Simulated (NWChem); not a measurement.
A series in which one site is exchanged, each optimised at PBE0/def2-SVP with NWChem, gas phase unless a solvent is named. This build's default masses of Se (78.918 u) and Br (79.917 u) are each other's, which moves their modes by up to 0.6 %.

A: [F][GeH3] (GeH3F; site = H)
B: [F][GeH2][F] (GeH₂F₂; site = F)
C: [F][GeH2][Br] (GeH2BrF; site = Br)
D: [F][GeH2][Cl] (GeH$_{2}$ClF; site = Cl)

Task: Rank them by lowest singlet excitation, CAM-B3LYP/def2-SVPD, TDA (eV), lowest first.

Result: C (6.42), D (7.31), A (7.86), B (8.30)
